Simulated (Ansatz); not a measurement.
Program: Ansatz. Geometries: PBE0-D4/def2-TZVP. ΔE: electronic, gas phase. CCSD(T)/CBS adds triple-zeta CCSD(T) − MP2 to the extrapolated MP2 energy (def2 sets, frozen cores). Functionals use def2-TZVPP. B3LYP here is the variant with VWN-RPA as its local correlation; programs differ in this. For Ga outer-core shells are correlated without core-valence functions, which leaves a few kJ/mol of doubt a bond. Scalar relativity is left out up to krypton. One conformer a species, not always the lowest.

Reaction (formal exchange of groups at a C–S bond): `C[S][Al]([F])[Cl]` + `[SiH3][GaH2]` → `[CH3][GaH][SiH3]` + `[F][Al]([SH])[Cl]`

```json
{"level": "r2SCAN-D4", "ΔE (kJ/mol)": "-53.1"}
{"level": "revPBE", "ΔE (kJ/mol)": "-51.5"}
{"level": "B3LYP", "ΔE (kJ/mol)": "-51.7"}
{"level": "RPA@PBE/def2-TZVPP", "ΔE (kJ/mol)": "-54.6"}
```

(1) What does CCSD(T)/CBS give? (Estimate.)

Largest T1 diagnostic among the species: 0.013.

## Answers

(1) Ansatz gave: -57.1 kJ/mol. The listed levels differ from it by 4.0, 5.6, 5.4, 2.5 kJ/mol.

Leaving LDA and LC-ωPBE aside and taking each functional with its dispersion term where it has one, the values, not all of them listed here, spread over 8.5 kJ/mol, from PBE-QIDH to B97M-V. At CCSD(T), def2-SVP lies +4.6 kJ/mol from the extrapolated value and def2-TZVPP −0.6 kJ/mol. In def2-TZVPP, CCSD(T) changes the Hartree–Fock value by −10.3 kJ/mol (the triples alone add +0.1 kJ/mol) and MP2 by −13.0 kJ/mol.
